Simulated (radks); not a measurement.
Values are calculated unless marked as measured or tabulated.
Ionisation of La2+, [Xe] 5d1, to La3+, [Xe], under several functionals. Scalar-relativistic Kohn-Sham, spin-polarised, spherical densities, finite nucleus; open shells are filled with parallel spins first (spin-orbit coupling, left out, can overturn this in heavy ions); a radial shooting solver on a logarithmic mesh with Libxc functionals. The NIST Atomic Spectra Database gives 19.177 eV (measured). Rank these functionals by the error of their Delta-SCF ionisation energy: exchange-only LDA; OLYP; B86b exchange with PBE correlation; Wu-Cohen GGA; exchange-only r2SCAN; AM05; SCAN; LDA (Slater exchange, Perdew-Wang correlation); PBEsol; exchange-only B88.

Answer. From best to worst: B86b exchange with PBE correlation 19.133 eV (-0.044); LDA (Slater exchange, Perdew-Wang correlation) 19.242 eV (+0.065); Wu-Cohen GGA 19.090 eV (-0.087); PBEsol 19.090 eV (-0.088); OLYP 19.072 eV (-0.105); AM05 19.040 eV (-0.137); SCAN 18.632 eV (-0.546); exchange-only B88 18.212 eV (-0.966); exchange-only LDA 18.089 eV (-1.089); exchange-only r2SCAN 17.633 eV (-1.545). Open shells are spherical and high-spin; term and fine-structure splittings are not resolved. Spin-orbit splitting is averaged out at the scalar-relativistic level.
